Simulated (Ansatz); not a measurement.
Isolated molecules relaxed with PBE0-D4/def2-TZVP in Ansatz; ΔE leaves out vibrations. CCSD(T)/CBS is the MP2 limit (def2-TZVPP, def2-QZVPP) plus CCSD(T) − MP2 in def2-TZVPP, frozen cores. This one scheme is used for every species. Functionals use def2-TZVPP. B3LYP here is the variant with VWN-RPA as its local correlation; programs differ in this. Elements past krypton have def2 core potentials. For Sn outer-core shells are correlated without core-valence functions, which leaves a few kJ/mol of doubt a bond. One conformer a species, not always the lowest.

Consider the ligand exchange at the Sn–F bond: `[F][SnH]([Cl])[Cl]` + H₂S → `[SH][SnH]([Cl])[Cl]` + H–F.

| level | ΔE (kJ/mol) | difference from CCSD(T)/CBS |
| --- | --- | --- |
| LDA (SPW92) | -14.1 | -0.6 |
| revPBE-D4 | -11.7 | 1.8 |
| B3LYP-D4 | -6.8 | 6.7 |
| CAM-B3LYP-D4 | 0.8 | 14.3 |
| B2PLYP | -3.5 | 10.0 |
| PBE | -6.2 | 7.3 |
| BLYP | 7.1 | 20.6 |
| r2SCANh | -6.0 | 7.5 |
| r2SCAN0 | -9.8 | 3.7 |
| CAM-B3LYP | 5.9 | 19.4 |
| MP2/def2-SVP | -0.8 | 12.7 |
| CCSD(T)/def2-SVP | 0.8 | 14.3 |
| SCS-MP2/def2-TZVPP | -10.4 | 3.1 |
| MP2/def2-QZVPP | -19.8 | -6.3 |
| HF/CBS(def2) | 7.2 | 20.7 |
| MP2/CBS(def2) | -21.9 | -8.4 |
| CCSD(T)/CBS | -13.5 | 0 |

(1) What do rigid-rotor, harmonic-oscillator terms from PBE0-D4/def2-TZVP frequencies (298.15 K, 1 bar) make of the CCSD(T)/CBS value? (Best estimate.)

Largest T1 diagnostic among the species: 0.012.

## Answers

(1) Computed: ΔZPE = +3.4 kJ/mol, ΔH = -8.0 kJ/mol, ΔS = 2 J/(mol·K), ΔG = -8.7 kJ/mol. Modes under 50 cm⁻¹ make the entropy rough.

From BLYP to BHLYP (50 % exact exchange), in def2-TZVPP and without D4, ΔE moves by −7.5 kJ/mol. The D4 term adds −8.3 kJ/mol with B3LYP and −4.6 kJ/mol with PBE0; it sums over pairs of atoms, weighted by their polarisabilities, and B3LYP, whose exchange is more repulsive, gets the larger term. Leaving LDA and LC-ωPBE aside and taking each functional with its dispersion term where it has one, the values, not all of them listed here, spread over 20.8 kJ/mol, from HSE06-D4 to B97M-V. LDA lies −7.9 kJ/mol from PBE without D4.
